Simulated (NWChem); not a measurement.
Species: C2H7InO; SMILES C[O][InH][CH3]

```xyz
11

In    -0.3030     0.3490     0.0001
H     -2.0136     0.1044    -0.0003
C      1.0509     2.0117    -0.0002
H      0.8760     2.6514     0.8769
H      0.9112     2.6191    -0.9062
H      2.0796     1.6276     0.0261
O      0.7141    -1.3856     0.0009
C      0.1598    -2.6569    -0.0006
H      0.4830    -3.2346    -0.8900
H      0.4846    -3.2373     0.8864
H     -0.9516    -2.6732     0.0004
```
Atoms are numbered in this order, from 1.

All runs: NWChem. All runs use the structure optimised with PBE0/def2-SVP. Not confirmed as a minimum by frequencies. def2 effective core potentials on In; no spin-orbit coupling. Level r2SCAN/def2-SVP: energy and gradient on several grids; changes count from the extra-fine grid, which is no exact limit either.

```tsv
grid	size of the energy change (μHa)	largest change of a gradient component (μHa/bohr)	time, medium = 1 (rough)
xcoarse	600	20000	about 1
coarse	80	2000	about 1
medium	70	400	about 1
fine	20	30	about 1
xfine	< 10	< 30	2
```
